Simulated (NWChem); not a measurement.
C₂H₃I; SMILES C(=C)I

```xyz
6

C     -0.3446     2.4461     0.0000
C      0.5241     1.4413     0.0000
I     -0.0242    -0.5788     0.0000
H     -1.4269     2.2958     0.0000
H      0.0276     3.4758     0.0000
H      1.6076     1.5829     0.0000
```
Atoms are numbered in this order, from 1.

All runs: NWChem. Coordinates come from a PBE0/def2-SVP optimisation. def2 effective core potentials on I; no spin-orbit coupling. B3LYP is NWChem's, with the RPA form of VWN correlation.

```
level                                          basis functions  highest occupied level (eV)  orbital gap (eV)  dipole (D)
---------------------------------------------  ---------------  ---------------------------  ----------------  ----------
B3LYP/STO-3G (all-electron, non-relativistic)               40                        -4.61              7.35        1.21
B3LYP/3-21G (all-electron, non-relativistic)                55                        -6.57              6.17        1.27
B3LYP/def2-SVP (core potentials)                            69                        -6.74              6.03        1.14
B3LYP/def2-SVPD (core potentials)                           99                        -6.88              5.82        1.27
B3LYP/def2-TZVP (core potentials)                          130                        -6.86              5.90        1.26
```
